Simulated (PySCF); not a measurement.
**Tl (thallium, neutral): UHF calculation**

Configuration: [Xe] 4f14 5d10 6s2 6d1, 2D determinant (an excited configuration). All numbers are calculated (PySCF 2.14, a scalar-relativistic core potential, in aug-cc-pwCVTZ-PP with ECP60MDF (8s7p6d4f1g, 96 functions)).

| Property | Result |
| --- | --- |
| Total energy | -171.374817 hartree |
| One-electron energy | -298.9624 hartree |
| Hartree (Coulomb) energy | 141.4522 hartree |
| Exchange energy | -13.8646 hartree |
| ⟨S²⟩ | 0.7501 |
| ⟨L²⟩ | 6.000 |
| Sum of ⟨r⟩ | 34.27 bohr |
| Sum of ⟨r²⟩ | 103.6 bohr² |
| Traceless quadrupole moment −½Σ⟨3z² − r²⟩ along its main axis | 16.6 e·bohr² |

```json
{"shell": "5s α", "electrons": "1", "mean orbital energy (hartree)": "-5.76299", "spread (hartree)": "0", "rms radius, mean of both spins (bohr)": "0.952"}
{"shell": "5s β", "electrons": "1", "mean orbital energy (hartree)": "-5.76270", "spread (hartree)": "0", "rms radius, mean of both spins (bohr)": "0.952"}
{"shell": "5p α", "electrons": "3", "mean orbital energy (hartree)": "-3.58803", "spread (hartree)": "0.00025", "rms radius, mean of both spins (bohr)": "1.09"}
{"shell": "5p β", "electrons": "3", "mean orbital energy (hartree)": "-3.58763", "spread (hartree)": "0.00082", "rms radius, mean of both spins (bohr)": "1.09"}
{"shell": "5d α", "electrons": "5", "mean orbital energy (hartree)": "-0.96096", "spread (hartree)": "0.00112", "rms radius, mean of both spins (bohr)": "1.48"}
{"shell": "5d β", "electrons": "5", "mean orbital energy (hartree)": "-0.96067", "spread (hartree)": "0.00140", "rms radius, mean of both spins (bohr)": "1.48"}
{"shell": "6s α", "electrons": "1", "mean orbital energy (hartree)": "-0.54166", "spread (hartree)": "0", "rms radius, mean of both spins (bohr)": "2.65"}
{"shell": "6s β", "electrons": "1", "mean orbital energy (hartree)": "-0.54098", "spread (hartree)": "0", "rms radius, mean of both spins (bohr)": "2.65"}
{"shell": "6d α", "electrons": "1", "mean orbital energy (hartree)": "-0.04372", "spread (hartree)": "0", "rms radius, mean of both spins (bohr)": "7.65"}
```

Energies and moments cover only the electrons outside the core potential. Spin-orbit coupling, absent here, splits the open shell strongly. The outer electron is Rydberg-like, and this basis confines it to a smaller radius and binds it less than a complete one would.
